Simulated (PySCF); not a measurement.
Isomers of C4H7NOSi. Method used: TDDFT CAM-B3LYP/def2-SVPD, vertical, gas phase, core orbitals frozen in the response in PySCF 2.14.0, density-fitted response routines. Geometries: GFN2-xTB; one conformer of each isolated species. Triplets are in the Tamm–Dancoff approximation. 'Strongest' means the level of largest summed f among the lowest 8 singlets; it needn't be the same kind of state in each.

Question: Rank by computed lowest singlet excitation energy, lowest first.
A. `C1O[Si@@H](C)[C@@H]1C#N`
B. `N#C[C@@H]1OCC[SiH2]1`
C. `N#C[SiH2]OC1CC1`
D. `CO[SiH2]/C=C\C#N`
E. `Nc1coc([SiH3])c1`
F. `C=C([SiH3])/C=N/C=O`

Answer: F (4.12 eV), E (5.24 eV), D (6.08 eV), C (6.36 eV), B (6.63 eV), A (6.77 eV).

| SMILES | S1 (eV) | LUMO (eV) | strongest (eV) | f (S1) | HOMO (eV) | α (au) | S1 mainly |
| --- | --- | --- | --- | --- | --- | --- | --- |
| C=C([SiH3])/C=N/C=O | 4.12 | -1.16 | 5.52 | 0.002 | -8.97 | 89.4 | H→L (71%) |
| Nc1coc([SiH3])c1 | 5.24 | 0.93 | 5.24 | 0.133 | -7.15 | 84.9 | H→L (96%) |
| CO[SiH2]/C=C\C#N | 6.08 | -0.76 | 6.08 | 0.294 | -9.60 | 80.8 | H→L (93%) |
| N#C[SiH2]OC1CC1 | 6.36 | 0.15 | 7.78 | 0.002 | -9.27 | 73.2 | H→L (94%) |
| N#C[C@@H]1OCC[SiH2]1 | 6.63 | 0.72 | 7.36 | 0.005 | -9.51 | 76.7 | H→L (68%) |
| C[Si@@H]1OC[C@H]1C#N | 6.77 | 0.57 | 8.12 | 0.012 | -9.63 | 75.4 | H-1→L (54%) |

H and L stand for HOMO and LUMO.

- `C=C([SiH3])/C=N/C=O`: Löwdin shares by element: HOMO oxygen 49%, nitrogen 21%, carbon 12% or more, hydrogen 6% or more; LUMO carbon 61% or more, nitrogen 20% (atoms not listed hold the other 20%).
- `Nc1coc([SiH3])c1`: Löwdin shares by element: HOMO carbon 57% or more, nitrogen 22% (atoms not listed hold the other 21%); LUMO carbon 36% or more, silicon 14%, oxygen 14% (atoms not listed hold the other 37%).
- `CO[SiH2]/C=C\C#N`: Löwdin shares by element: HOMO carbon 60% or more, nitrogen 17% (atoms not listed hold the other 23%); LUMO carbon 68% or more, nitrogen 14% (atoms not listed hold the other 18%).
- `N#C[SiH2]OC1CC1`: Löwdin shares by element: HOMO carbon 53% or more, oxygen 31% (atoms not listed hold the other 16%); LUMO silicon 28%, carbon 24% or more, nitrogen 20%, oxygen 7% (atoms not listed hold the other 21%).
- `N#C[C@@H]1OCC[SiH2]1`: Löwdin shares by element: HOMO oxygen 44%, carbon 22% or more, silicon 11% (atoms not listed hold the other 24%); LUMO silicon 20%, carbon 10% or more, nitrogen 10%, oxygen 10% (atoms not listed hold the other 51%).
- `C[Si@@H]1OC[C@H]1C#N`: Löwdin shares by element: HOMO carbon 36% or more, nitrogen 23%, silicon 12% (atoms not listed hold the other 29%); LUMO silicon 32%, oxygen 14%, hydrogen 12% or more, carbon 10% or more (atoms not listed hold the other 32%).
